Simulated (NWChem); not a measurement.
Molecule: AgNH3I; SMILES [NH3]->[Ag][I]

def2 effective core potentials on Ag, I; no spin-orbit coupling.

Give the equilibrium geometry at PBE0/def2-SVP with def2 effective core potentials on Ag, I (NWChem) as a Z-matrix, with the point group.

point group C3v; any orientation.
```
N
H 1 1.0198
H 1 1.0198 2 106.98
H 1 1.0198 2 106.98 3 114.37
Ag 1 2.2012 2 111.90 3 -122.84
I 5 2.5719 4 159.80 1 179.92
```
